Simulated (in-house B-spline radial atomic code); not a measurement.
**RPA and G0W0 on Hartree-Fock: N V (N4+)**

Configuration [He] 2s1, highest spin, mean-field start Hartree-Fock. Computed with a B-spline radial code for spherical atoms: all electrons, non-relativistic, point nucleus, each spin shell either full or empty, empty states to l = 9 with an (l + 1/2)⁻⁴ tail; G0W0 by contour deformation at full frequency.

RPA overbinds a lone outer s electron by self-correlation, and G0W0 tends to as well.

Command:
```bash
python run_gw.py task.json out
```
Settings (radii: box in bohr, nucleus in fm):
```
Z                        7
electrons                3
configuration            [He] 2s1
hamiltonian              nr
method                   hf
lmax                     9
spin_polarised           True
box_radius               11.96
intervals                44
ion_configuration        1s2
```

Cost of the run: 1 s on 1 thread of AMD EPYC 7R43 64-Core Processor, with other jobs on the host.

Energies (hartree):

```json
{"term": "mean-field total", "value": "-48.32700"}
{"term": "Hartree-Fock functional on these orbitals", "value": "-48.32700"}
{"term": "direct second order", "value": "-0.12251"}
{"term": "second-order exchange", "value": "0.074401"}
{"term": "SOSEX correction", "value": "0.069318"}
```

(1) What is the RPA correlation energy, and what remains with SOSEX?

Quasi-particle levels (eV):

```csv
level,occupied,mean field,Σx - vxc,Σc,QP weight,G0W0
2s up,yes,-97.72,0.00,?,?,?
1s down,yes,-519.71,0.00,1.75,0.980,-517.97
1s up,yes,-522.69,0.00,2.29,0.967,-520.40
2s down,no,-74.69,0.00,-1.93,0.971,-76.63
```

G0W0 = mean field + (Σx - vxc) + Σc, with Σc (partial-wave tail included) taken at the quasi-particle energy.

(2) Where does G0W0 put 2s up?

(3) What does it cost to remove one electron (to 1s2) by differences of total energies, each species on its own start (correlation terms add to the Hartree-Fock functional)?

Results:

(1) RPA gives -0.11555 hartree (-1.05 eV per electron); RPA + SOSEX gives -0.046235, and the second-order doubles (MP2) -0.048106 hartree. SOSEX takes back 60 % of the RPA value.

(2) At -98.92 eV, with Σc = -1.20 eV and a quasi-particle weight of 0.981. The tabulated removal energy is 97.890 eV (NIST, measured).

(3) Hartree-Fock functional 97.71 eV, + RPA 98.56 eV, + RPA + SOSEX 97.82 eV, + second order 97.83 eV. Tabulated: 97.890 eV (NIST, measured).
